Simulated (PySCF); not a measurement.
# Interval between two levels of Ir by level of theory

Ir [Xe] 4f14 5d7 6s2 [4F9/2, M_J = 9/2] → Ir [Xe] 4f14 5d6 6s2 6p1 [6F11/2, M_J = 11/2], as a difference of total energies. Computed with PySCF 2.14 in x2c-TZVPall-2c, with the two-component X2C-1e Hamiltonian. Correlated levels: [Kr] 4d10 4f14 frozen; the 34 highest virtual spinors dropped. "Screened" scales the spin-orbit matrix elements by Boettger's factors to mimic the two-electron term; Breit and QED terms are absent.

```
                    method  interval between two levels (cm⁻¹)
 GHF (screened spin-orbit)                               39180
GMP2 (screened spin-orbit)                               45720
```

The labels give the starting determinants; with spin-orbit coupling the two ends relaxed to ⟨J²⟩ = 24.77, ⟨L²⟩ = 13.02, ⟨S²⟩ = 3.60 and ⟨J²⟩ = 35.96, ⟨L²⟩ = 13.84, ⟨S²⟩ = 8.00.
